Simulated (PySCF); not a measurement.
FH5SSi2, SMILES F[SiH2]S[SiH3].

The structure is a stationary point at ωB97X-D3(BJ)/def2-SVP. This is a generated structure with no PubChem entry under its InChIKey; it may be hypothetical. The values are those of a single conformer.

Two levels are set side by side: TDA-PBE/def2-SVPD (PySCF) and TDA-M06-2X/def2-SVPD (PySCF). Vertical, same geometry. The lowest singlet is HOMO→LUMO 98 % with PBE and HOMO→LUMO 86 % with the other functional; states are paired by order. Differences are taken from unrounded values.

```csv
quantity,TDA-M06-2X
lowest singlet excitation (eV),6.23
lowest triplet excitation (TDA) (eV),5.90
```

### Question
What does TDA-PBE give, and how far is it from TDA-M06-2X? (An estimate is asked for; the answer gives what the named calculation found.)

### Answer

| quantity | TDA-PBE | TDA-PBE minus TDA-M06-2X |
|---|---|---|
| lowest singlet excitation (eV) | 5.52 | -0.71 |
| lowest triplet excitation (TDA) (eV) | 5.17 | -0.74 |

A lower first singlet is the usual sign of a functional without exact exchange. Differences between two approximate levels are no errors against the true value.

Rough cost on one machine, each run with all the roots and properties that it gave: TDA-M06-2X against TDA-PBE about 9 times.
